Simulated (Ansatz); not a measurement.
Basis-set extrapolation for `F[C@H]1B[C@@H]1Cl` (PBE0-D4/def2-TZVP geometry, frozen core, the Gaussian-basis code of Ansatz). Multiplicity 1, RHF reference.

```
                      def2-TZVPP   def2-QZVPP
                 HF  -661.107235  -661.128801
    MP2 correlation    -0.851573    -0.922704
CCSD(T) correlation    -0.925091      not run
```

Energies in hartree. Use E(X) = E(∞) + A·exp(−7.88·√X) for Hartree–Fock and E(X) = E(∞) + B·X^(−2.97) for correlation, with X = 3 and 4, and add CCSD(T) minus MP2 of the smaller set to the MP2 limit.

**Question.** What is the CCSD(T) energy at the basis-set limit?

**Answer.** HF limit: -661.128801 + (-0.021566) × 0.13774 = -661.13177. MP2 limit: -0.922704 + (-0.071131) × 0.74074 = -0.97539. Higher-order term: -0.925091 − (-0.851573) = -0.07352. Total: -662.18068 hartree, 93.1 kcal/mol below CCSD(T)/def2-TZVPP.
